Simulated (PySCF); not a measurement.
As2, SMILES [As]#[As]. Geometry: PBE-D3(BJ)/def2-TZVP.

TDDFT-ωB97X/def2-TZVPD in PySCF puts the lowest singlet excitations at 2.50, 3.01, 3.01, 3.60, 3.60, 5.32 eV and the lowest triplet (TDA) at 1.94 eV.

**Question.** What are the lowest singlet roots from PySCF with EOM-CCSD/aug-cc-pVDZ? (The exact figures need the calculation; the answer reports its results.)

**Answer.** 3.57, 3.82, 3.82, 4.11, 4.11, 5.98 eV; triplets 2.01, 2.85, 2.85 eV. S1 differs by 1.07 eV (second minus first; roots are paired by order, and the bases may differ).
